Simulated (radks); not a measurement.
Question: W45+, 29 electrons, occupied as [Ar] 3d10 4s1. Calculated with a radial shooting solver on a logarithmic mesh with Libxc functionals: scalar-relativistic Kohn-Sham, BLYP, spin-polarised, spherical densities, finite nucleus; open shells are filled with parallel spins first (spin-orbit coupling, left out, can overturn this in heavy ions); Fermi nuclear charge, rms radius 5.3658 fm. Some entries of the table are withheld. Estimate them.

orbital,occ.,eigenvalue (eV),<r> (bohr)
1s up,1,-71755.36,0.01835
1s down,1,-71754.16,0.01835
2s up,1,-14225.64,0.07742
2s down,1,-14224.85,0.07742
2p up,3,-12730.49,0.06926
2p down,3,-12729.72,0.06926
3s up,1,-4882.432,0.1974
3s down,1,-4880.998,0.1973
3p up,3,-4437.082,0.1966
3p down,3,-4435.589,0.1965
3d up,5,-3943.471,(1)
3d down,5,-3942.178,(2)
4s up,1,-2399.563,0.3906
4s down,0,-2392.462,0.3911

Answer: 
(1) 3d up <r> (bohr): 0.1769
(2) 3d down <r> (bohr): 0.1768
